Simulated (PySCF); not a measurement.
Method: PBE-D3(BJ)/def2-TZVP // PBE0-D3(BJ)/def2-TZVP in PySCF. Gas-phase values, no solvent. 

Reference species (SMILES): `[SiH2]=N[SiH3]` (neutral, multiplicity 1).

| Item | Result |
|---|---|
| HOMO | -6.08 eV |
| HOMO–LUMO gap | 3.15 eV |

Changed species: `N[SiH]=[SiH2]`.

**Question.** Give the shifts of the HOMO and HOMO–LUMO gap.

**Answer.** the HOMO rises by 1.18 eV, to -4.90 eV; the HOMO–LUMO gap decreases by 0.65 eV, to 2.50 eV.
